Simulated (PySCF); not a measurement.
How methods differ on the ionisation energy of V⁺

V⁺ [Ar] 3d4 (5D) → V²⁺ [Ar] 3d3 (4F), as a difference of total energies. Computed with PySCF 2.14 in Sapporo-DKH3-DZP-2012 (6s5p3d1f, 43 functions), with the spin-free X2C one-electron Hamiltonian (Gaussian nucleus). Correlated levels: valence: [Ar] frozen. The calculations carry no spin-orbit coupling.

```json
{"method": "UHF", "ionisation energy (eV)": "13.207"}
{"method": "PBE0", "ionisation energy (eV)": "14.984"}
{"method": "MP2 (valence)", "ionisation energy (eV)": "13.875"}
{"method": "SCS-MP2 (valence)", "ionisation energy (eV)": "13.429"}
```

Q: How much does correlation contribute at MP2 (valence)?

A: 13.875 − (13.207) = 0.668 eV, measured against UHF.

The reference lies between the lowest fine-structure levels, while these numbers refer to the centres of the terms.

Errors of the correlated levels include the incompleteness of this basis and the frozen core.

For comparison: 14.634 ± 0.007 eV (measured; NIST Atomic Spectra Database, ionization energies).
